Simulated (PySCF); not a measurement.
Compound: 1,2-dimethylpyrazolidine, C5H12N2.
Geometry (GFN2-xTB, Å), atoms numbered from 1 in this order:
```xyz
19
C5H12N2 angstrom
C     -0.772   -1.860    0.518
N     -0.152   -0.897   -0.370
C     -1.076    0.137   -0.846
C     -0.883    1.356    0.081
C      0.325    0.942    0.946
N      0.912   -0.228    0.293
C      1.960    0.102   -0.654
H      0.016   -2.473    0.949
H     -1.350   -1.405    1.333
H     -1.433   -2.494   -0.072
H     -2.098   -0.240   -0.840
H     -0.808    0.385   -1.877
H     -1.765    1.539    0.694
H     -0.672    2.257   -0.493
H      1.065    1.734    1.050
H      0.000    0.641    1.946
H      1.652    0.829   -1.416
H      2.261   -0.819   -1.149
H      2.808    0.503   -0.102
```

Probes without a nucleus sit at each ring's centroid and 1 Å off its mean plane on both sides; NICS is minus the shielding there, NICSzz its component along the normal. Level: GIAO PBE0/pcSseg-1 (PySCF, non-relativistic, gas phase) on the GFN2-xTB geometry, one conformer.

Ring bond lengths (Å), with Mayer bond orders in brackets: N2–C3 1.465 (0.94), C3–C4 1.544 (1.02), C4–C5 1.543 (1.02), C5–N6 1.463 (0.94), N6–N2 1.422 (0.98).

Q: What do the NICS probes read (ppm)?

A: 
```csv
ring,type,NICS(0),"NICS(1), two faces","NICS(1)zz, two faces",rms pucker (Å),"centre to ring atoms, mean (Å)"
N2–C3–C4–C5–N6,5-membered ring with 2 N; formal bonds all single,-8.1,-4.2 / -4.3,-10.0 / -10.3,0.14,1.25
```

Q: What do they say, and how far can they be read as aromaticity?

A: 
- N2–C3–C4–C5–N6: mean NICS(1)zz -10.2 ppm, shielded. C3, C4, C5 have four or more neighbours, so the value isn't read as a sign of a π ring current.

Q: At the first NICS(1) probe listed for ring N2–C3–C4–C5–N6, 1 Å off the ring, how large is the induced field along the normal in 14.1 T applied along it?

A: NICSzz × B0 = -10.0 ppm × 14.1 T = -141 μT, against the applied field.

Q: Give the inner angles of the rings and the Hirshfeld charges of the ring atoms.

A: 
- N2–C3–C4–C5–N6: N2 107.0° (-0.063 e), C3 106.4° (-0.035 e), C4 102.9° (-0.082 e), C5 106.2° (-0.035 e), N6 106.5° (-0.063 e); sum 529.0° against 540° for a flat convex ring.

Q: What are the shieldings of the ring atoms and their hydrogens in the same run (means over atoms taken as equivalent)?

A: 
```json
{"atoms": "N2 (×2)", "environment": "hydrazine nitrogen", "σ isotropic (ppm)": "147.2", "principal values of the symmetric part, first atom (ppm)": "69.3, 131.3, 245.8"}
{"atoms": "C3 (×2)", "environment": "sp3 carbon bound to nitrogen", "σ isotropic (ppm)": "135.4", "principal values of the symmetric part, first atom (ppm)": "94.5, 134.3, 177.4"}
{"atoms": "C4", "environment": "ring CH2 carbon", "σ isotropic (ppm)": "159.3", "principal values of the symmetric part, first atom (ppm)": "113.2, 177.6, 187.2"}
{"atoms": "H11 (×4)", "environment": "methylene hydrogen", "σ isotropic (ppm)": "28.81", "principal values of the symmetric part, first atom (ppm)": "24.3, 28.1, 35.2"}
{"atoms": "H13 (×2)", "environment": "methylene hydrogen", "σ isotropic (ppm)": "29.67", "principal values of the symmetric part, first atom (ppm)": "25.1, 27.0, 36.9"}
```
